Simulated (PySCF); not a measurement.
## C²⁺: ionisation energy

C²⁺ [He] 2s2 (1S) → C³⁺ [He] 2s1 (2S), as a difference of total energies. Calculation: PySCF 2.14, in def2-QZVPPD (8s4p4d2f1g, 63 functions); the non-relativistic Hamiltonian (point nucleus). Correlated levels: valence: 1s2 frozen. The calculations carry no spin-orbit coupling.

```tsv
method	ionisation energy (eV)
UHF	45.778
MP2 (valence)	47.003
SCS-MP2 (valence)	47.248
CCSD (valence)	47.796
```

Task: How much does correlation contribute at MP2 (valence)?

Result: 47.003 − (45.778) = 1.225 eV, measured against UHF.

Errors of the correlated levels include the incompleteness of this basis and the frozen core.

With two correlated electrons CCSD is exact in that space.

The coupled-cluster amplitudes are large for C²⁺ (T1 above 0.03 or a double amplitude above 0.15), so a single reference is strained.

For comparison: 47.888 eV (measured; NIST Atomic Spectra Database, ionization energies).
